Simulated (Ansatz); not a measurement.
Basis sets compared for the cluster Li7O3⁺. The state is a singlet with charge 1. Geometry PBE-D4/def2-SVP. Ansatz on 4 threads of Arm Neoverse V1 on a shared host; times are rough, and most runs start from earlier orbitals.

```xyz
10

Li   -0.061    1.409    1.088
Li   -1.448   -0.980    0.346
Li    0.699   -0.435    0.093
Li    2.155    2.449   -0.796
Li   -0.393   -0.778    3.243
Li   -0.651   -2.363   -2.298
Li   -0.183    0.623   -1.660
O     0.889    1.420   -0.447
O    -0.569   -1.086   -1.226
O    -0.438   -0.261    1.657
```

The structure comes from a short search, and lower isomers may exist.

```csv
level,functions,energy (Eh),HOMO (eV),LUMO (eV),wall time
PBE-D4/def2-SVP,105,-277.9785,-7.46,-4.27,1.5 s
PBE0-D4/def2-SVP,105,-277.9923,-8.72,-3.68,1.8 s
```

(1) Estimate the rows for PBE-D4/def2-TZVP, PBE0-D4/def2-TZVP.

## Answers

(1) 
| level | functions | energy (Eh) | HOMO (eV) | LUMO (eV) | wall time |
| --- | --- | --- | --- | --- | --- |
| PBE-D4/def2-TZVP | 191 | -278.2712 | -7.50 | -4.28 | 1.9 s |
| PBE0-D4/def2-TZVP | 191 | -278.2819 | -8.78 | -3.68 | 2.4 s |
